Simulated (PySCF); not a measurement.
GeH4STe, SMILES [GeH3][Te]S.

Geometry: B3LYP-D3(BJ)/def2-SVP. The structure was generated by enumeration, and PubChem lists no compound with its InChIKey, so it may never have been made. The def2 effective core potentials stand for the cores of Te; spin–orbit coupling is left out. Other conformers were not sampled.

Two levels are set side by side: TDA-PBE/def2-SVPD (PySCF) and TDA-ωB97X/def2-SVPD (PySCF). Vertical, same geometry. The lowest singlet is HOMO→LUMO 99 % with PBE and HOMO→LUMO 96 % with the other functional; states are paired by order. Differences are taken from unrounded values.

| quantity | TDA-PBE |
|---|---|
| lowest singlet excitation (eV) | 2.84 |
| lowest triplet excitation (TDA) (eV) | 2.25 |

Question: These are the TDA-PBE values. What does TDA-ωB97X give? (An estimate is asked for; the answer gives what the named calculation found.)

Answer: 
| quantity | TDA-ωB97X | TDA-PBE minus TDA-ωB97X |
|---|---|---|
| lowest singlet excitation (eV) | 3.10 | -0.26 |
| lowest triplet excitation (TDA) (eV) | 2.49 | -0.25 |

A lower first singlet is the usual sign of a functional without exact exchange. Differences between two approximate levels are no errors against the true value.

Rough cost on one machine, each run with all the roots and properties that it gave: TDA-ωB97X against TDA-PBE about 3 times.
